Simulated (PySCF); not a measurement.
H₃AlF₂O₂Si (SMILES [OH][Al]([OH])[SiH](F)F), singlet, geometry from GFN2-xTB (such geometries of metal compounds can be far from the true shape). Base run: PBE0/6-31G, polarisability run with PySCF.

The PySCF input:
```python
from pyscf import gto, scf, dft
from pyscf.prop import polarizability

mol = gto.M(
    atom='''
Si   -1.14047489   -0.33044067    0.00852418
F    -1.84598377    0.46358470    1.21998799
F    -1.84240050    0.40073524   -1.24386076
Al    1.24152958   -0.07198253   -0.00086790
O     1.97262094   -1.53250030    0.20593159
O     1.81660105    1.45614753   -0.19861870
H    -1.84357252   -1.61308864    0.03899155
H     2.44626289   -2.34345190    0.32465140
H     2.10575632    2.35042523   -0.31534706
''',
    basis='6-31g',
    verbose=4,
)

mf = dft.RKS(mol)
mf.xc = 'pbe0'
mf.kernel()
alpha = mf.Polarizability().polarizability()[2, 2]
print('alpha_zz =', alpha)
```

Variants of this job, named by their change:

```tsv
change	alpha_zz (bohr³)	basis functions	core-seconds (rough)
base	33.50	68	20
finite field (a.u.) = 2e-4; conv_tol = 1e-11	33.50	68	20
finite field (a.u.) = 0.05; conv_tol = 1e-11	34.54	68	30
basis = cc-pVDZ	38.10	107	30
finite field (a.u.) = 0.001; conv_tol = 1e-11	33.50	68	20
finite field (a.u.) = 0.001; conv_tol = 1e-6	33.50	68	10
functional = camb3lyp	?	68	50
finite field (a.u.) = 0.02; conv_tol = 1e-11	33.66	68	20
functional = lda,vwn	36.74	68	10
functional = pbe	36.78	68	20
basis = def2-SVP	36.35	107	30
functional = hf	?	68	3
```

Q: Fill in the missing entries.

A: 
- functional = camb3lyp, alpha_zz (bohr³): 32.59
- functional = hf, alpha_zz (bohr³): 27.66

Finite-field rows take the second difference of the energy in a field along z; a small field with loose convergence shows SCF noise divided by the square of the field, and a large one adds hyperpolarisability.
